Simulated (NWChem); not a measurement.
System: CCl3 cation

Excerpt of the output:

```
             Northwest Computational Chemistry Package (NWChem) 7.3.0
             --------------------------------------------------------

                             Geometry "geometry" -> ""
                             -------------------------

 Output coordinates in angstroms (scale by  1.889725989 to convert to a.u.)

  No.       Tag          Charge          X              Y              Z
 ---- ---------------- ---------- -------------- -------------- --------------
    1 Cl                  17.0000    -1.59200700     0.42657700     0.00000000
    2 C                    6.0000     0.00000000     0.00000000     0.00000000
    3 Cl                  17.0000     0.42657700    -1.59200700     0.00000000
    4 Cl                  17.0000     1.16543000     1.16543000     0.00000000

 Effective nuclear repulsion energy (a.u.)     258.9632251104

                              NWChem Property Module
                              ----------------------

  itol2e modified to match energy
  convergence criterion.

                                 NWChem DFT Module
                                 -----------------

 Summary of "ao basis" -> "ao basis" (spherical)
 ------------------------------------------------------------------------------
       Tag                 Description            Shells   Functions and Types
 ---------------- ------------------------------  ------  ---------------------
 Cl                         pcsseg-1                10       24   4s5p1d
 C                          pcsseg-1                 7       17   3s3p1d

  itol2e modified to match energy
  convergence criterion.

            General Information
            -------------------
          SCF calculation type: DFT
          Wavefunction type:  closed shell.
          No. of atoms     :     4
          No. of electrons :    56
           Alpha electrons :    28
            Beta electrons :    28
          Charge           :     1
          Spin multiplicity:     1
          Use of symmetry is: off; symmetry adaption is: off
          Maximum number of iterations: 150
          AO basis - number of functions:    89
                     number of shells:    37
          Convergence on energy requested:  1.00D-07
          Convergence on density requested:  1.00D-05
          Convergence on gradient requested:  5.00D-04

              XC Information
              --------------
                        BHLYP Method XC Functional
                     Hartree-Fock (Exact) Exchange  0.500
                        Slater Exchange Functional  0.500 local
                    Becke 1988 Exchange Functional  0.500 non-local
              Lee-Yang-Parr Correlation Functional  1.000

             Grid Information
             ----------------
          Grid used for XC integration:  fine
          Radial quadrature: Mura-Knowles
          Angular quadrature: Lebedev.
          Tag              B.-S. Rad. Rad. Pts. Rad. Cut. Ang. Pts.
          ---              ---------- --------- --------- ---------
          Cl                  1.00      123           9.0       770
          C                   0.70       70           7.0       590
          Grid pruning is: on
          Number of quadrature shells:   439
          Spatial weights used:  Erf1

      Superposition of Atomic Density Guess
      -------------------------------------

 Sum of atomic energies:       -1415.97855562

 Renormalizing density from      57.00 to     56

      Non-variational initial energy
      ------------------------------

 Total energy =   -1401.665366
 1-e energy   =   -2428.179877
 2-e energy   =     767.551286
 HOMO         =      -0.702492
 LUMO         =      -0.361898

   convergence    iter        energy       DeltaE   RMS-Dens  Diis-err
 ---------------- ----- ----------------- --------- --------- ---------
 d= 0,ls=0.0,diis     1  -1418.0363027588 -1.68D+03  1.84D-02  2.72D+00
 d= 0,ls=0.0,diis     2  -1417.8642748449  1.72D-01  1.25D-02  3.59D+00
 d= 0,ls=0.0,diis     3  -1418.2149766229 -3.51D-01  2.27D-03  1.16D-01
 d= 0,ls=0.0,diis     4  -1418.2283897631 -1.34D-02  5.44D-04  3.10D-03
 d= 0,ls=0.0,diis     5  -1418.2287924315 -4.03D-04  6.57D-05  4.54D-05
  Resetting Diis
 d= 0,ls=0.0,diis     6  -1418.2287988746 -6.44D-06  2.54D-05  9.53D-07
 d= 0,ls=0.0,diis     7  -1418.2287992394 -3.65D-07  2.17D-06  2.55D-08
 d= 0,ls=0.0,diis     8  -1418.2287992459 -6.48D-09  1.03D-06  1.12D-08

         Total DFT energy =    -1418.228799245863
      One electron energy =    -2457.455339916196
           Coulomb energy =      870.039635263241
    Exchange-Corr. energy =      -89.776319703317
 Nuclear repulsion energy =      258.963225110408

 Numeric. integr. density =       56.000000384294

                       DFT Final Molecular Orbital Analysis
                       ------------------------------------

 Vector   26  Occ=2.000000D+00  E=-6.511860D-01
              MO Center=  7.3D-01,  3.2D-01,  4.0D-09, r^2= 3.1D+00
   Bfn.  Coefficient  Atom+Function         Bfn.  Coefficient  Atom+Function
  ----- ------------  ---------------      ----- ------------  ---------------
    81      0.500106  4 Cl pz                84      0.370366  4 Cl pz
    57     -0.331301  3 Cl pz                60     -0.245353  3 Cl pz
    16     -0.168804  1 Cl pz                75     -0.127241  4 Cl pz
    19     -0.125012  1 Cl pz                72     -0.125442  4 Cl pz
    51      0.084292  3 Cl pz                48      0.083100  3 Cl pz

 Vector   27  Occ=2.000000D+00  E=-6.511860D-01
              MO Center= -7.3D-01, -3.2D-01, -1.1D-09, r^2= 3.1D+00
   Bfn.  Coefficient  Atom+Function         Bfn.  Coefficient  Atom+Function
  ----- ------------  ---------------      ----- ------------  ---------------
    16      0.480013  1 Cl pz                57     -0.386196  3 Cl pz
    19      0.355485  1 Cl pz                60     -0.286007  3 Cl pz
    10     -0.122129  1 Cl pz                 7     -0.120402  1 Cl pz
    51      0.098259  3 Cl pz                48      0.096870  3 Cl pz
    81     -0.093817  4 Cl pz                84     -0.069479  4 Cl pz

 Vector   28  Occ=2.000000D+00  E=-6.247217D-01
              MO Center= -3.6D-06, -2.9D-06,  1.2D-12, r^2= 3.9D+00
   Bfn.  Coefficient  Atom+Function         Bfn.  Coefficient  Atom+Function
  ----- ------------  ---------------      ----- ------------  ---------------
    15      0.368889  1 Cl py                55     -0.368889  3 Cl px
    18      0.269659  1 Cl py                58     -0.269659  3 Cl px
    79      0.270044  4 Cl px                80     -0.270044  4 Cl py
    82      0.197404  4 Cl px                83     -0.197404  4 Cl py
    14      0.098843  1 Cl px                56     -0.098843  3 Cl py

 Vector   29  Occ=0.000000D+00  E=-3.380734D-01
              MO Center= -3.4D-08, -5.3D-09,  1.6D-10, r^2= 2.7D+00
   Bfn.  Coefficient  Atom+Function         Bfn.  Coefficient  Atom+Function
  ----- ------------  ---------------      ----- ------------  ---------------
    36      0.552720  2 C  pz                33      0.454053  2 C  pz
    19     -0.320080  1 Cl pz                60     -0.320080  3 Cl pz
    84     -0.320080  4 Cl pz                16     -0.230376  1 Cl pz
    57     -0.230376  3 Cl pz                81     -0.230376  4 Cl pz
    30      0.201937  2 C  pz                10      0.063628  1 Cl pz

[...]

          -----------------------------------------
          Chemical Shielding Tensors (GIAO, in ppm)
          -----------------------------------------

                                NWChem CPHF Module
                                ------------------

  scftype          =     RHF
  nclosed          =       28
  nopen            =        0
  variables        =     1708
  # of vectors     =        3
  tolerance        = 0.10D-03
  level shift      = 0.00D+00
  max iterations   =       50
  max subspace     =       30

 SCF residual:    1.0192267009272063E-004

Iterative solution of linear equations
  No. of variables     1708
  No. of equations        3
  Maximum subspace       30
        Iterations       50
       Convergence  1.0D-04

   iter   nsub   residual    time
   ----  ------  --------  ---------
     1      3    9.03D-01      20.0
     2      6    8.85D-02      21.8
     3      9    1.40D-02      23.6
     4     12    1.07D-03      25.3
     5     15    1.32D-04      26.9
     6     18    1.93D-05      28.4

      Atom:    1  Cl
        Diamagnetic
   1153.2532     -3.8966      0.0000
     -3.8966   1139.7550     -0.0000
      0.0000     -0.0000   1138.6567

        Paramagnetic
   -912.3101   -171.7918     -0.0000
   -171.7918  -1507.4085     -0.0000
     -0.0000     -0.0000   -810.7017

        Total Shielding Tensor
    240.9431   -175.6885     -0.0000
   -175.6885   -367.6535     -0.0000
     -0.0000     -0.0000    327.9550

           isotropic =      67.0815
          anisotropy =    -722.7166

          Principal Components and Axis System
                 1           2           3
             -414.7295    327.9550    288.0191

      1         0.2588      0.0000      0.9659
      2         0.9659     -0.0000     -0.2588
      3         0.0000      1.0000     -0.0000

      Atom:    2  C
        Diamagnetic
    265.3367     -0.0001      0.0000
     -0.0001    265.3367      0.0000
      0.0000      0.0000    241.2221

        Paramagnetic
   -442.5266     -0.0000     -0.0000
     -0.0000   -442.5266     -0.0000
     -0.0000     -0.0000   -173.1222

        Total Shielding Tensor
   -177.1899     -0.0001     -0.0000
     -0.0001   -177.1899     -0.0000
     -0.0000     -0.0000     68.0999

           isotropic =     -95.4267
          anisotropy =    -122.6451

          Principal Components and Axis System
                 1           2           3
             -177.1900   -177.1898     68.0999

      1         0.7036      0.7106     -0.0000
      2         0.7106     -0.7036     -0.0000
      3         0.0000     -0.0000      1.0000
```

Level: BHandHLYP/pcSseg-1, GIAO. Coordinates come from a PBE0/def2-SVP optimisation. The printed shielding anisotropy is the first printed principal value minus the mean of the other two.

Problem. Reconstruct the input file.

Solution. This is not unique; one that fits is the input that was run:
```
start job
memory heap 200 mb stack 900 mb global 1100 mb
charge 1
geometry units angstroms noautosym nocenter noautoz
  Cl    -1.592007     0.426577     0.000000
  C      0.000000     0.000000     0.000000
  Cl     0.426577    -1.592007     0.000000
  Cl     1.165430     1.165430     0.000000
end
basis spherical
  Cl library pcsseg-1
  C library pcsseg-1
end
dft
  xc bhlyp
  iterations 150
end
property
  shielding 2 1 2
end
task dft property
```
